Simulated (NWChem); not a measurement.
System: WOF3 cation; SMILES [O]=[W+]([F])([F])[F]

Program: NWChem. Geometry: optimised at PBE0/def2-SVP. The spin multiplicity was typed, not searched, and may not be the lowest. def2 effective core potentials on W; no spin-orbit coupling.

Question: Estimate the computed values for B97-2/def2-SVP. Quantities: highest occupied level (eV); orbital gap (eV).

Answer: 
```
Item                          Value
---------------------------  ------
highest occupied level (eV)  -18.19
orbital gap (eV)               7.84
```
